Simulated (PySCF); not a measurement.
Spectra and structures to be paired. Theory: TDDFT B3LYP/def2-SVPD, vertical, gas phase, core orbitals frozen in the response (PySCF). Geometries: GFN2-xTB; one conformer of each isolated species. Triplets are in the Tamm–Dancoff approximation. Ions are computed without counter-ions or solvent.

A. `C#CCP=C=O`
B. `C=CC[N+](=C)CC`
C. `FP[SiH3]`
D. `C1=CC2(C=C1)CC2`
E. `C=C[C@H](CO)C(F)(F)F`

Lowest singlet levels (six at most, fewer where fewer were computed) with oscillator strengths:

1. 4.77 eV (f 0.012); 6.33 eV (f 0.020); 6.49 eV (f 0.124); 6.65 eV (f 0.155); 6.97 eV (f 0.004); 7.26 eV (f 0.031); T1 3.87 eV
2. 4.70 eV (f 0.056); 5.80 eV (f 0.000); 6.03 eV (f 0.170); 6.30 eV (f 0.000); 6.38 eV (f 0.018); 6.65 eV (f 0.001); T1 3.02 eV
3. 3.84 eV (f 0.012); 6.02 eV (f 0.065); 6.52 eV (f 0.077); 6.79 eV (f 0.004); 6.98 eV (f 0.002); 7.20 eV (f 0.001); T1 3.69 eV
4. 6.79 eV (f 0.040); 6.85 eV (f 0.009); 7.13 eV (f 0.024); 7.52 eV (f 0.313); 7.68 eV (f 0.032); 7.83 eV (f 0.009); T1 4.54 eV
5. 2.72 eV (f 0.000); 4.38 eV (f 0.020); 4.68 eV (f 0.001); 5.29 eV (f 0.048); 5.66 eV (f 0.032); 5.81 eV (f 0.002); T1 2.37 eV

Question: Which spectrum belongs to which structure?

Answer: 1 = C, 2 = D, 3 = B, 4 = E, 5 = A.
- A: S1 at 2.72 eV, HOMO→LUMO (99%); Löwdin shares by element: HOMO phosphorus 46%, carbon 30% or more, oxygen 16%; LUMO carbon 47% or more, oxygen 27%, phosphorus 19%; HOMO -6.54 and LUMO -2.36 eV.
- B: S1 at 3.84 eV, HOMO→LUMO (100%); Löwdin shares by element: HOMO carbon 84% or more (atoms not listed hold the other 16%); LUMO carbon 43% or more, nitrogen 32%, hydrogen 13% or more; HOMO -11.84 and LUMO -7.17 eV.
- C: S1 at 4.77 eV, HOMO→LUMO (98%); Löwdin shares by element: HOMO phosphorus 57%, silicon 16%, fluorine 15%, hydrogen 6% or more; LUMO phosphorus 49%, silicon 18%, fluorine 16%, hydrogen 10% or more; HOMO -7.27 and LUMO -1.35 eV.
- D: S1 at 4.70 eV, HOMO→LUMO (98%); Löwdin shares by element: HOMO carbon 86% or more; LUMO carbon 66% or more (atoms not listed hold the other 34%); HOMO -5.96 and LUMO -0.82 eV; point group C2v, 2 of its 6 listed states under f = 0.0005.
- E: S1 at 6.79 eV, HOMO-1→LUMO (59%), HOMO→LUMO (26%); Löwdin shares by element: HOMO carbon 78% or more (atoms not listed hold the other 22%); LUMO carbon 68% or more, hydrogen 12% or more (atoms not listed hold the other 20%); HOMO -7.82 and LUMO -0.47 eV.
C and D have S1 within 0.07 eV of each other; their strongest listed levels stand at 6.65 eV (f 0.155) and 6.03 eV (f 0.170).
